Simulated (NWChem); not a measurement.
Program: NWChem. System: disulfane (H$_{2}$S$_{2}$), charge 0, spin multiplicity 1, at a geometry optimised with PBE0/def2-SVP. Level: CCSDT/6-31G* (spherical d), 10 core orbitals frozen.

Job file:

```
start mol
memory heap 100 mb stack 700 mb global 1900 mb
geometry units angstroms nocenter noautoz
  S      0.915485     0.485508     0.055298
  S     -0.915485    -0.485508     0.055298
  H      1.536619    -0.268029    -0.884767
  H     -1.536619     0.268029    -0.884767
  symmetry group C2
end
basis spherical
  * library 6-31g*
end
scf
  rhf
  nopen 0
  maxiter 100
  thresh 1e-7
  semidirect memsize 60000000 filesize 0
end
tce
  freeze core 10
  ccsdt
  2eorb
  2emet 13
  thresh 1e-6
  maxiter 100
  tilesize 24
end
task tce energy
```

NWChem printed:

```
             Northwest Computational Chemistry Package (NWChem) 7.3.0
             --------------------------------------------------------

                                NWChem Input Module
                                -------------------

 Scaling coordinates for geometry "geometry" by  1.889725989
 (inverse scale =  0.529177249)

 Turning off AUTOSYM since
 SYMMETRY directive was detected!

                             Geometry "geometry" -> ""
                             -------------------------

 Output coordinates in angstroms (scale by  1.889725989 to convert to a.u.)

  No.       Tag          Charge          X              Y              Z
 ---- ---------------- ---------- -------------- -------------- --------------
    1 S                   16.0000     0.91548500     0.48550800     0.05529800
    2 S                   16.0000    -0.91548500    -0.48550800     0.05529800
    3 H                    1.0000     1.53661900    -0.26802900    -0.88476700
    4 H                    1.0000    -1.53661900     0.26802900    -0.88476700

 Effective nuclear repulsion energy (a.u.)      84.4531529072

            Nuclear Dipole moment (a.u.)
            ----------------------------
        X                 Y               Z
 ---------------- ---------------- ----------------
     0.0000000000     0.0000000000     0.0000037795

      Symmetry information
      --------------------

 Group name             C2
 Group number              4
 Group order               2
 No. of unique centers     2

      Symmetry unique atoms

     1    3


 Summary of "ao basis" -> "" (spherical)
 ------------------------------------------------------------------------------
       Tag                 Description            Shells   Functions and Types
 ---------------- ------------------------------  ------  ---------------------
 *                           6-31g*                   on all atoms

 Summary of "ao basis" -> "ao basis" (spherical)
 ------------------------------------------------------------------------------
       Tag                 Description            Shells   Functions and Types
 ---------------- ------------------------------  ------  ---------------------
 S                           6-31g*                  8       18   4s3p1d
 H                           6-31g*                  2        2   2s

                                 NWChem SCF Module
                                 -----------------

  ao basis        = "ao basis"
  functions       =    40
  atoms           =     4
  closed shells   =    17
  open shells     =     0
  charge          =   0.00
  wavefunction    = RHF
  use symmetry    = T
  symmetry adapt  = T

 Summary of "ao basis" -> "ao basis" (spherical)
 ------------------------------------------------------------------------------
       Tag                 Description            Shells   Functions and Types
 ---------------- ------------------------------  ------  ---------------------
 S                           6-31g*                  8       18   4s3p1d
 H                           6-31g*                  2        2   2s

      Symmetry analysis of basis
      --------------------------

        a          20
        b          20

 Forming initial guess at       0.0s

      Superposition of Atomic Density Guess
      -------------------------------------

 Sum of atomic energies:        -795.90782699

      Non-variational initial energy
      ------------------------------

 Total energy =    -796.298848
[...]
    38      1.253625  3 H  s                 40     -1.253625  4 H  s
    10     -0.991008  1 S  s                 28      0.991008  2 S  s
    13      0.730232  1 S  pz                31     -0.730232  2 S  pz
    12      0.508648  1 S  py                30      0.508648  2 S  py
     9      0.208920  1 S  pz                27     -0.208920  2 S  pz

 Vector   20  Occ=0.000000D+00  E= 1.763985D-01  Symmetry=a
              MO Center= -5.5D-14, -5.4D-14, -2.4D-01, r^2= 4.4D+00
   Bfn.  Coefficient  Atom+Function         Bfn.  Coefficient  Atom+Function
  ----- ------------  ---------------      ----- ------------  ---------------
    38      1.161266  3 H  s                 40      1.161266  4 H  s
    10     -0.510045  1 S  s                 12      0.510511  1 S  py
    28     -0.510045  2 S  s                 30     -0.510511  2 S  py
    11     -0.498222  1 S  px                29      0.498222  2 S  px
    13      0.460052  1 S  pz                31      0.460052  2 S  pz

 center of mass
 --------------
 x =   0.00000000 y =   0.00000000 z =   0.05021148

 moments of inertia (a.u.)
 ------------------
          60.509650779444         -98.530763009352           0.000000000000
         -98.530763009352         214.544512316462           0.000000000000
           0.000000000000           0.000000000000         262.720841849106

  Mulliken analysis of the total density
  --------------------------------------

    Atom       Charge   Shell Charges
 -----------   ------   -------------------------------------------------------
    1 S   16    16.12   2.00  2.00  5.98  1.32  2.96  0.59  1.20  0.08
    2 S   16    16.12   2.00  2.00  5.98  1.32  2.96  0.59  1.20  0.08
    3 H    1     0.88   0.49  0.39
    4 H    1     0.88   0.49  0.39

       Multipole analysis of the density wrt the origin
       ------------------------------------------------

     L   x y z        total         open         nuclear
     -   - - -        -----         ----         -------
     0   0 0 0     -0.000000      0.000000     34.000000

     1   1 0 0      0.000000      0.000000      0.000000
     1   0 1 0      0.000000      0.000000      0.000000
     1   0 0 1     -0.597832      0.000000      0.000004

     2   2 0 0    -18.663188      0.000000    112.638528
     2   1 1 0     -1.009757      0.000000     47.850449
     2   1 0 1      0.000000      0.000000      0.000000
     2   0 2 0    -21.873001      0.000000     27.449542
     2   0 1 1     -0.000000      0.000000      0.000000
     2   0 0 2    -20.551582      0.000000      5.940384

                   NWChem Extensible Many-Electron Theory Module
                   ---------------------------------------------


            General Information
            -------------------
      Number of processors :     1
         Wavefunction type : Restricted Hartree-Fock
          No. of electrons :    34
           Alpha electrons :    17
            Beta electrons :    17
           No. of orbitals :    80
            Alpha orbitals :    40
             Beta orbitals :    40
        Alpha frozen cores :    10
         Beta frozen cores :    10
     Alpha frozen virtuals :     0
      Beta frozen virtuals :     0
         Spin multiplicity : singlet
    Number of AO functions :    40
       Number of AO shells :    20
        Use of symmetry is : on
      Symmetry adaption is : on
         Schwarz screening : 0.10D-09

          Correlation Information
          -----------------------
          Calculation type : Coupled-cluster singles, doubles, & triples
   Perturbative correction : none
            Max iterations :      100
        Residual threshold : 0.10D-05
     T(0) DIIS level shift : 0.00D+00
     L(0) DIIS level shift : 0.00D+00
     T(1) DIIS level shift : 0.00D+00
     L(1) DIIS level shift : 0.00D+00
     T(R) DIIS level shift : 0.00D+00
     T(I) DIIS level shift : 0.00D+00
   CC-T/L Amplitude update :  5-th order DIIS
                I/O scheme : Global Array Library
        L-threshold :  0.10D-05
        EOM-threshold :  0.10D-05
 no EOMCCSD initial starts read in
 TCE RESTART OPTIONS
 SLICE:      F
 D4D5:       F
 quantumc:   F
 qrotation:  F
 pwtce:      F
 qducc:      F
 nacto:                         0
 nrotv:                         0
 nrot:                          0

            Memory Information
            ------------------
          Available GA space size is     249035200 doubles
          Available MA space size is     104854812 doubles

 Maximum block size supplied by input
 Maximum block size        24 doubles

 tile_dim =     12

 -------------------------------------------------

 Global array virtual files algorithm will be used

 Parallel file system coherency ......... OK

 4-electron integrals stored in orbital form

 v2    file size   =           123716
 4-index algorithm nr.  13 is used
 imaxsize =       30
 imaxsize ichop =        0
 IN MAPPING 1 for UCC(4),CCSDT,CCSDTQ


 CCSDT iterations
 --------------------------------------------------------
 Iter          Residuum       Correlation     Cpu    Wall
 --------------------------------------------------------
    1   0.3511629470233  -0.2351009554141     1.3     1.3
    2   0.0931411393458  -0.2604256953364     1.4     1.4
    3   0.0451258246304  -0.2729623774441     1.4     1.4
    4   0.0195014570440  -0.2760636675522     1.3     1.3
    5   0.0105648079520  -0.2776208144118     1.3     1.3
    6   0.0038219949639  -0.2785311277632     1.5     1.5
    7   0.0019093248572  -0.2786999251073     1.5     1.5
    8   0.0011641781087  -0.2787096460065     1.4     1.4
    9   0.0006893389752  -0.2787234609284     1.4     1.4
   10   0.0004522238901  -0.2787309457196     1.6     1.6
   11   0.0000927104375  -0.2787402933982     1.5     1.5
   12   0.0000451254226  -0.2787451504314     1.5     1.5
   13   0.0000262350874  -0.2787464067084     1.7     1.7
   14   0.0000162263477  -0.2787466802440     1.7     1.7
   15   0.0000102448260  -0.2787468018827     1.6     1.6
   16   0.0000029973478  -0.2787467681779     1.7     1.7
   17   0.0000014377604  -0.2787468809965     1.7     1.7
   18   0.0000008950050  -0.2787468878787     1.6     1.6
 --------------------------------------------------------
 Iterations converged
 CCSDT correlation energy / hartree =        -0.278746887878723
 CCSDT total energy / hartree       =      -796.449037293369884

 Singles contributions

 Doubles contributions

 Task  times  cpu:       29.4s     wall:       29.4s

 Total times  cpu:       29.4s     wall:       29.4s
```
